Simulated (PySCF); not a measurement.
Constitutional and geometric isomers with formula CH3B2N. Isolated molecules, 0 K electronic values unless said otherwise. One relaxed conformer stands for each flexible species; it need not be the lowest. Strings in code marks are SMILES.

Quantity: vertical ionisation energy (energy after one electron is removed minus that of the parent at the parent's geometry), in eV.

Level 1: PBE-D3(BJ)/def2-TZVP // PBE0-D3(BJ)/def2-TZVP (PySCF)
Level 2: PBE/6-31G* // PBE0-D3(BJ)/def2-TZVP (PySCF)
Level 3: SVWN5/6-31G* // PBE0-D3(BJ)/def2-TZVP (PySCF)
Level 4: minus the HOMO energy of HF/3-21G // PBE0-D3(BJ)/def2-TZVP (PySCF)

```tsv
species	level 1	level 2	level 3	level 4
`B=NB=C`	8.08	7.82	8.10	7.74
`B=C=BN`	8.60	8.33	8.59	8.37
`[H]/B=C/N=B`	8.15	7.95	8.18	7.84
```
